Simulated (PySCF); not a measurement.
## How the method changes the constants of TaF⁺

State: ⁴Σ⁻ (quartet), unpaired electrons σ ↑, δ ↑↑. Set-up: PySCF, scalar-relativistic core potentials, basis sets Ta def2-TZVPPD with ECP60, F def2-TZVPPD. De refers to Ta⁺ (5d3 6s1) + F in their high-spin ground configurations, without counterpoise correction. The functionals are run spin-unrestricted. A positive dipole points towards F; it is taken about the centre of mass and depends on that origin.

| Level | Re (Å) | ωe (cm⁻¹) | De (eV) | μ (D) |
| --- | --- | --- | --- | --- |
| UHF | 1.786 | 793 | n/a | -4.51 |
| UHF-MP2 | 1.772 | 815 | n/a | n/a |
| UHF-SCS-MP2 | 1.778 | 803 | n/a | n/a |
| UHF-CCSD | 1.778 | 805 | 5.75 | n/a |
| UHF-CCSD(T) | 1.781 | 799 | 6.03 | n/a |
| LDA | 1.758 | 824 | n/a | -2.80 |
| PBE | 1.780 | 785 | n/a | -3.00 |
| BLYP | 1.793 | 769 | n/a | -3.06 |
| r²SCAN | 1.776 | 798 | n/a | -3.37 |
| M06-L | 1.786 | 776 | n/a | -3.66 |
| PBE0 | 1.769 | 807 | n/a | -3.42 |
| MN15 | 1.767 | 822 | n/a | -3.46 |
| ωB97X | 1.780 | 791 | n/a | -3.73 |
| B2PLYP | 1.780 | 795 | n/a | -3.90 |

Question: What does a quarter of exact exchange do here, going from PBE to PBE0?

Answer: PBE0 less PBE: -1.1 pm in Re, +2.8 % in ωe. Exact exchange removes part of the self-interaction that spreads semilocal densities, and in most molecules shortens and stiffens the bond and lowers De; so it does here.

Question: What does the step from GGA to meta-GGA do here, going from PBE to r²SCAN?

Answer: r²SCAN less PBE: -0.4 pm in Re, +1.7 % in ωe. 

Question: What does the triples do here, going from UHF-CCSD to UHF-CCSD(T)?

Answer: UHF-CCSD(T) less UHF-CCSD: +0.3 pm in Re, -0.7 % in ωe, +0.28 eV in De. Correlation nearly always deepens the well. The bond lengthens, as in strong covalent bonds, where excitations into antibonding orbitals dominate.

Correlated steps freeze 1 core orbital. De is left out where the level can put another filling of the metal’s s and d shells below the measured ground configuration, by anything from nothing to about 1 eV. Spin–orbit coupling is left out, which matters for elements this heavy, above all for dissociation energies. For an ion De counts to the pair picked by the measured ionisation energies or electron affinities, which need not be the lowest pair at this level. B2PLYP dipoles, levels and charges come from its SCF part alone. The state is the lowest single determinant that the PBE0 search found; with open d or f shells the true ground state can be another one.

The whole job (state search and all levels along the bond) took about 18 min on 2 threads of Arm Neoverse V2 (shared host), peak memory 4.8 GiB.
